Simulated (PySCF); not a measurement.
# Electron correlation in Kr²⁺ (krypton, charge +2)

[Ar] 3d10 4s2 4p4, high-spin 3P determinant. All numbers are calculated (PySCF 2.14, scalar relativity by spin-free X2C-1e, in x2c-TZVPPall with one added diffuse shell each of s, p, d type (7s6p5d1f, 57 functions)). Frozen: [Ne]; 24 electrons correlated.

MP2 pair energies summed by pair of shells (mhartree):

```csv
pair,energy,share (%)
3d-3d,-81.04,28.3
4p-4p,-49.88,17.4
4s-4p,-49.76,17.4
3p-3d,-36.33,12.7
3d-4p,-16.49,5.8
3s-3d,-15.63,5.5
3d-4s,-12.00,4.2
4s-4s,-8.13,2.8
3p-3p,-6.05,2.1
3s-3p,-4.01,1.4
3p-4p,-2.87,1.0
3p-4s,-2.67,0.9
3s-3s,-0.83,0.3
3s-4p,-0.47,0.2
3s-4s,-0.38,0.1
```

Total MP2 correlation energy: -286.52 mhartree.

Same-spin part -90.04 and opposite-spin part -196.48 mhartree; SCS-MP2 scales them by 1/3 and 6/5 to -265.79 mhartree.

This basis was not built for core-valence correlation, so the inner-shell part is incomplete.
